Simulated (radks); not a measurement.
The numbers below are computed, except where a source is named.
Neutral rubidium inside a hard spherical wall (all orbitals vanish at R), configuration held at [Kr] 5s1 and not refilled when levels cross. Level of theory: scalar-relativistic Kohn-Sham, r2SCAN, spin-polarised, spherical densities, finite nucleus; open shells are filled with parallel spins first (spin-orbit coupling, left out, can overturn this in heavy ions); meta-GGA in the generalised Kohn-Sham scheme; Fermi nuclear charge, rms radius 4.2036 fm (a radial shooting solver on a logarithmic mesh with Libxc functionals). Eigenvalues in eV for spin up, with the zero of energy where the potential of the charges vanishes at infinity; a dash marks a level that is unbound or too diffuse for the functional's potential to be trusted. A positive occupied level is held by the wall or, in an anion where self-interaction has pushed it up, behind a barrier. The pressure on the wall is -dE/dV.

R (bohr)  E (hartree)  kinetic (hartree)    e(3d)    e(4s)    e(4p)   e(5s)  e(5p, empty)  e(6s, empty)  pressure (GPa)
free      -2981.68263           3053.799  -105.70  -33.033  -16.541  -2.495        -0.848             -               0
20        -2981.68263           3053.799  -105.70  -33.033  -16.540  -2.495        -0.845         0.372        < 0.0001
15        -2981.68253           3053.800  -105.68  -33.017  -16.525  -2.486        -0.801         0.923        0.000922
10        -2981.67726           3053.832  -105.36  -32.701  -16.217  -2.222        -0.143         4.174          0.0925
8         -2981.65974           3053.906  -104.82  -32.190  -15.724  -1.561         1.165         9.066           0.603
5         -2981.44704           3054.638  -102.23  -29.949  -13.623   4.794        11.053        38.181            20.2
3         -2979.15083           3062.959  -86.737  -18.547   -1.197  49.099        64.094        158.48            1010
2.5       -2975.91750           3073.491  -73.041   -6.745   12.565  94.463        113.64        260.42            3820
2         -2966.79587           3100.292  -47.930   22.074   45.858  196.83        221.04        471.90           18000
